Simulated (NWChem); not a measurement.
**Correlation energy of HGa**

```
Ga
H 1 1.6914
```
Charge 0, spin multiplicity 1.

Everything below was run with NWChem. The geometry was optimised at B3LYP/def2-SVP, a minimum by its harmonic frequencies.

Basis set: def2-QZVP. Each correlation energy counts from its own Hartree-Fock reference.

The Hamiltonian is non-relativistic. The correlated methods keep 9 core orbitals frozen. The structure started from a generated list of species. Coupled-cluster values serve here as a point of comparison, not as the truth.

```json
[
 {"method": "CCSD", "correlation energy (mHa)": "…"},
 {"method": "CR-CCSD[T]", "correlation energy (mHa)": "…"},
 {"method": "SCS-MP2", "correlation energy (mHa)": "-246.1"},
 {"method": "CCSD+T(CCSD)", "correlation energy (mHa)": "-271.2"},
 {"method": "CR-CCSD(T)", "correlation energy (mHa)": "-268.0"},
 {"method": "CCSD(T)", "correlation energy (mHa)": "…"},
 {"method": "MP2", "correlation energy (mHa)": "…"}
]
```

### Question
Some entries are withheld; supply them.

### Answer

- CCSD, correlation energy (mHa): -260.0
- CR-CCSD[T], correlation energy (mHa): -269.3
- CCSD(T), correlation energy (mHa): -269.6
- MP2, correlation energy (mHa): -258.9
